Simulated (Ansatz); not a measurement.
Reaction (ligand exchange at the Hf–I bond): `[OH][Hf]([OH])([OH])[I]` + `N=C=O` → `O=C=[N][Hf]([OH])([OH])[OH]` + HI

Program: Ansatz. Geometries: PBE0-D4/def2-TZVP. ΔE: electronic, gas phase. CCSD(T)/CBS is the MP2 limit (def2-TZVPP, def2-QZVPP) plus CCSD(T) − MP2 in def2-TZVPP, frozen cores. This one scheme is used for every species. Functionals use def2-TZVPP. HSE06 is defined as in plane-wave codes. def2 core potentials past Kr. For Hf, I outer-core shells are correlated without core-valence functions, which leaves a few kJ/mol of doubt a bond. One conformer a species, not always the lowest.

Question: Is it downhill or uphill in electronic energy at CCSD(T)/CBS, and by how much? (Best estimate.)

Answer: The calculation gave: Uphill: ΔE = +20.7 kJ/mol.

Question: What do these levels give: B97M-V, r2SCANh-D4, HSE06-D4, CAM-B3LYP, HF/def2-SVP, MP2/def2-SVP, CCSD/def2-SVP, CCSD(T)/def2-SVP, MP2/def2-TZVPP, SCS-MP2/def2-TZVPP, CCSD(T)/def2-TZVPP, HF/def2-QZVPP? (An estimate is asked.)

Answer: Ansatz gave: B97M-V 13.6, r2SCANh-D4 24.2, HSE06-D4 25.4, CAM-B3LYP 12.0, HF/def2-SVP 3.8, MP2/def2-SVP 10.0, CCSD/def2-SVP 2.4, CCSD(T)/def2-SVP 4.7, MP2/def2-TZVPP 23.7, SCS-MP2/def2-TZVPP 17.6, CCSD(T)/def2-TZVPP 16.3, HF/def2-QZVPP 14.9 kJ/mol.

Largest T1 diagnostic among the species: 0.018.

Leaving LDA and LC-ωPBE aside and taking each functional with its dispersion term where it has one, the values, not all of them listed here, spread over 12.9 kJ/mol, from CAM-B3LYP-D4 to PBE-QIDH. At CCSD(T), def2-SVP lies −16.0 kJ/mol from the extrapolated value and def2-TZVPP −4.4 kJ/mol.
